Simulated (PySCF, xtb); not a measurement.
TaBr3, SMILES [Br][Ta]([Br])[Br] (connectivity only; charge and spin as stated), neutral, multiplicity 3.

Harmonic wavenumbers (cm⁻¹) from xtb with GFN2-xTB at its own minimum, in rising order: 20, 20, 26, 164, 218, 219.

Q: What does PBE0-D3(BJ)/def2-SVP in PySCF 2.14.0 give at its own minimum? (The exact figures need the calculation; the answer reports its results.)

A: 24, 51, 63, 235, 247, 293. Paired by order, the mean absolute difference is 41 cm⁻¹ and the zero-point energies are 1.0 and 1.3 kcal/mol.
